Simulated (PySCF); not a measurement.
Compound: C3H7F3OSi.
SMILES with atom numbers: `[F:1][C:2]([F:3])([F:4])[CH2:5][CH2:6][O:7][SiH3:8]` (hydrogens: H9, H10 on C5; H11, H12 on C6; H13, H14, H15 on Si8)

Torsions of this conformer, `[F:1][C:2]([F:3])([F:4])[CH2:5][CH2:6][O:7][SiH3:8]`: F1–C2–C5–C6 -60°, C2–C5–C6–O7 179°, C5–C6–O7–Si8 -178°.

The closed-shell ground state was solved at several levels (PySCF, density fitting, gas phase, non-relativistic). The structure is a single PBE0-D3(BJ)/def2-SVP conformer in the gas phase; no vibrational or solvent corrections.

```csv
level,basis functions,HOMO (eV),LUMO (eV),gap (eV),dipole (D)
KT3/pcSseg-1,178,-7.03,-0.65,6.38,1.59
CAM-B3LYP/def2-SVPD,232,-9.93,0.86,10.79,1.87
```

(1) What might PBE0/pcSseg-1 (178 basis functions) give for the same quantities?

(2) Over all these levels, which gives the widest orbital gap and which the narrowest?

(3) How far do the dipole and the HOMO energy spread over the levels?

Results:

(1) HOMO -8.44 eV, LUMO 0.22 eV, gap 8.66 eV, dipole 1.73 D.

(2) CAM-B3LYP/def2-SVPD (range-separated hybrid) has the widest, 10.79 eV, and KT3/pcSseg-1 (GGA) the narrowest, 6.38 eV. Functional and basis both differ between the two, so the spread mixes both effects.

(3) The dipole runs from 1.59 to 1.87 D (mean 1.73 D) and the HOMO from -9.93 to -7.03 eV.
